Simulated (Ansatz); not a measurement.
Basis-set extrapolation for `C=C1C[SiH](O)O1` (PBE0-D4/def2-TZVP geometry, frozen core, Ansatz). Multiplicity 1, RHF reference.

```
                      def2-TZVPP   def2-QZVPP
                 HF  -555.938330  -555.960050
    MP2 correlation    -1.072813    -1.151531
CCSD(T) correlation    -1.151490      not run
```

Energies in hartree. Use E(X) = E(∞) + A·exp(−7.88·√X) for Hartree–Fock and E(X) = E(∞) + B·X^(−2.97) for correlation, with X = 3 and 4, and add CCSD(T) minus MP2 of the smaller set to the MP2 limit.

Question: What is the CCSD(T) energy at the basis-set limit?

Answer: HF limit: -555.960050 + (-0.021720) × 0.13774 = -555.96304. MP2 limit: -1.151531 + (-0.078718) × 0.74074 = -1.20984. Higher-order term: -1.151490 − (-1.072813) = -0.07868. Total: -557.25156 hartree, 101.5 kcal/mol below CCSD(T)/def2-TZVPP.
